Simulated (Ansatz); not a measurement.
A CCSD(T) single point on H4HfS4 (`[SH][Hf]([SH])([SH])[SH]`).

```yaml
crystal:
  periodic: [false, false, false]
  atoms:
    - {symbol: S, position_ang: [-0.452012, 0.945200, -2.188788]}
    - {symbol: Hf, position_ang: [0.000618, -0.000104, -0.000419]}
    - {symbol: S, position_ang: [2.382934, -0.314806, 0.335770]}
    - {symbol: S, position_ang: [-1.177883, -2.119184, 0.089805]}
    - {symbol: S, position_ang: [-0.751315, 1.488422, 1.762043]}
    - {symbol: H, position_ang: [-0.584375, 2.173858, -1.649474]}
    - {symbol: H, position_ang: [2.596864, -0.246771, -0.993735]}
    - {symbol: H, position_ang: [-0.136821, -2.690715, 0.728178]}
    - {symbol: H, position_ang: [-1.878010, 0.764112, 1.916629]}
basis:
  gaussian: {orbitals: def2-SVP}
correlation: {method: ccsd_t}
```

```sh
$ ansatz run in.yaml --threads 2 --pin off --events-out ev --progress --plain --max-ram 22528MiB --backend cuda --devices 0, --max-vram 18GiB
```

The program prints (abridged):

```
Functional definition: HF
1172 factors; integrals over basis functions are off by at most 1.3e-3 eV
mean field evaluation 1: about -44613.1122 eV, gradient 2.9e1 eV
mean field evaluation 2: about -44613.1306 eV, gradient 2.9e1 eV
mean field evaluation 4: about -44616.2574 eV, gradient 3.6e0 eV
mean field evaluation 8: about -44616.3318 eV, gradient 6.0e-4 eV
mean field -44616.33182709 eV, -1639.6199526098 hartree, gradient 3.7e-6 eV, S^2 0.000000; 0 other end points of the search recorded, 0 dependent functions left out
20 core orbitals not correlated: weight in the atoms' cores, before any rotation towards them, 1.000 or more for the frozen orbitals, at most 0.000 for the correlated occupied ones
reference -44616.33182709 eV, -1639.6199526098 hartree; 20, 20 occupied and 84, 84 virtual orbitals, 1172 factors
second order -20.52771496 eV of doubles, -0.00000000 eV of singles
cycle   1  -21.24527761 eV  change   -7.2e-1 eV  update   1.6e-1
cycle   2  -21.81163689 eV  change   -5.7e-1 eV  update   5.8e-2
cycle   3  -22.02112154 eV  change   -2.1e-1 eV  update   3.1e-2
cycle   4  -22.01444629 eV  change    6.7e-3 eV  update   8.2e-3
cycle   5  -22.01040430 eV  change    4.0e-3 eV  update   3.0e-3
cycle   6  -22.01000320 eV  change    4.0e-4 eV  update   1.0e-3
cycle   7  -22.00980713 eV  change    2.0e-4 eV  update   4.2e-4
cycle   8  -22.01005455 eV  change   -2.5e-4 eV  update   1.3e-4
cycle   9  -22.01010931 eV  change   -5.5e-5 eV  update   4.7e-5
cycle  10  -22.01007424 eV  change    3.5e-5 eV  update   1.5e-5
perturbative correction -0.83502132 eV, -0.0306864677 hartree
Total energy: -44639.17692266 eV, -1640.4594943868 hartree
```

Hardware: 2 threads of an AMD EPYC 7R13 on a shared host and a share of an NVIDIA H100 80 GB. Wall time 3.6 s, peak host memory 0.82 GiB.

The correlation energy is -22.845 eV, 3.7 % of it from (T); the T1 diagnostic reads 0.0173.
